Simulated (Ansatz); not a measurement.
`NC(O)O[SiH3]` and `NC(O)N[SiH3]` differ in one atom or group.

Ansatz, PBE0-D4/def2-TZVP geometries, multiplicity 1. Each molecule was computed in one conformer, which needn't be the lowest.

| property | `NC(O)O[SiH3]` |
| --- | --- |
| size of the dipole moment (ωB97M-V/def2-TZVPP) / D | 1.53 |
| LUMO energy (PBE0/def2-TZVPP) / eV | 0.54 |
| HOMO–LUMO gap (ωB97M-V/def2-TZVPP) / eV | 12.48 |
| LUMO energy (PBE/def2-TZVPP) / eV | -0.32 |
| size of the dipole moment (PBE/def2-TZVPP) / D | 1.54 |
| HOMO–LUMO gap (PBE/def2-TZVPP) / eV | 6.08 |

Task: Give the same properties after the change, and the shifts. (An estimate is asked.)

Result: Computed: 
| property | `NC(O)N[SiH3]` | shift |
| --- | --- | --- |
| size of the dipole moment (ωB97M-V/def2-TZVPP) / D | 1.59 | 0.06 |
| LUMO energy (PBE0/def2-TZVPP) / eV | 0.53 | -0.01 |
| HOMO–LUMO gap (ωB97M-V/def2-TZVPP) / eV | 11.54 | -0.94 |
| LUMO energy (PBE/def2-TZVPP) / eV | -0.30 | 0.02 |
| size of the dipole moment (PBE/def2-TZVPP) / D | 1.62 | 0.08 |
| HOMO–LUMO gap (PBE/def2-TZVPP) / eV | 5.40 | -0.68 |

Dipoles are sizes alone; their direction can turn.
